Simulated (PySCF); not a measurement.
**A search over the determinants of SnGe⁺**

Unrestricted PBE0; PySCF, scalar-relativistic core potentials, basis sets Sn cc-pVDZ-PP with ECP28, Ge cc-pVDZ-PP with ECP10. Outer shells of the fragments: Sn+ 4d10 5s2 5p1; Ge 3d10 4s2 4p2.

Followed along the bond (rough minima from three points):

```json
{"2Ms+1": "4", "unpaired": "σ ↑, π ↑↑", "⟨S²⟩ at the start": "3.75", "R at minimum (Å)": "2.62", "Te (eV)": "0.00"}
{"2Ms+1": "2", "unpaired": "σ ↓, π ↑↑", "⟨S²⟩ at the start": "1.77", "R at minimum (Å)": "2.61", "Te (eV)": "0.41"}
{"2Ms+1": "2", "unpaired": "σ ↑, π ↑↓", "⟨S²⟩ at the start": "1.76", "R at minimum (Å)": "2.62", "Te (eV)": "0.42"}
{"2Ms+1": "2", "unpaired": "π ↑", "⟨S²⟩ at the start": "0.75", "R at minimum (Å)": "2.82", "Te (eV)": "0.42"}
{"2Ms+1": "2", "unpaired": "σ ↑", "⟨S²⟩ at the start": "0.77", "R at minimum (Å)": "2.65", "Te (eV)": "1.00"}
```

Solutions found at the starting distance of 2.610 Å, counted from the lowest of them; the search is not exhaustive and high or unbound solutions are not listed, so other states can lie among these:

```
2Ms+1   unpaired   term  E (eV)  ⟨S²⟩  ⟨Lz²⟩  μ (D)
    4  σ ↑, π ↑↑    ⁴Σ⁻    0.00  3.75   0.00   0.09
    2  σ ↓, π ↑↑  mixed    0.41  1.77   0.00   0.10
    2  σ ↑, π ↑↓  mixed    0.42  1.76   2.01   0.14
    2        π ↑     ²Π    0.57  0.75   1.00   0.47
    2        σ ↑  mixed    1.00  0.77   2.00   0.29
    2        π ↑     ²Π    1.69  0.90   1.02  -0.09
```

A term symbol is given only where ⟨S²⟩ and ⟨Lz²⟩ are close to those of a pure state; real π, δ and φ orbitals otherwise mix terms. A positive dipole points towards Ge; it is taken about the centre of mass and depends on that origin.

Spin–orbit coupling is left out.
